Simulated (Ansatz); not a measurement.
`CN[BH][AlH2]` + `BNCC` → `BNBNC` + `C[CH2][AlH2]`  (redistribution)

Gas-phase electronic energies from Ansatz, PBE0-D4/def2-TZVP geometries. CBS: MP2 limit from def2 TZ/QZ plus the TZ coupled-cluster correction, frozen cores. DFT in def2-TZVPP. HSE06 is defined as in plane-wave codes. One conformer a species, not always the lowest.

```tsv
level	ΔE (eV)
BLYP-D4	-1.39
r2SCAN0-D4	-1.47
BLYP	-1.34
HSE06	-1.35
CAM-B3LYP	-1.42
MP2/def2-SVP	-1.44
CCSD/def2-TZVPP	-1.41
MP2/CBS(def2)	-1.52
```

(1) What does CCSD(T)/CBS give? (An estimate is asked.)

(2) What do rigid-rotor, harmonic-oscillator terms from PBE0-D4/def2-TZVP frequencies (298.15 K, 1 bar) make of the CCSD(T)/CBS value? (Estimate.)

Largest T1 diagnostic among the species: 0.014.

Answers

(1) Computed: -1.42 eV. The listed levels differ from it by 0.03, -0.05, 0.08, 0.07, 0.00, -0.02, 0.01, -0.10 eV.

(2) The calculation gave: ΔZPE = -0.03 eV, ΔH = -1.45 eV, ΔS = 3 J/(mol·K), ΔG = -1.46 eV.

From PBE to PBE0 (25 % exact exchange), in def2-TZVPP and without D4, ΔE moves by −0.06 eV. The D4 term adds −0.04 eV with B3LYP and −0.02 eV with PBE0; it sums over pairs of atoms, weighted by their polarisabilities, and B3LYP, whose exchange is more repulsive, gets the larger term. Leaving LDA and LC-ωPBE aside and taking each functional with its dispersion term where it has one, the values, not all of them listed here, spread over 0.19 eV, from BHLYP-D4 to revPBE-D4. LDA lies −0.04 eV from PBE without D4.

B3LYP here is the variant with VWN-RPA as its local correlation; programs differ in this.
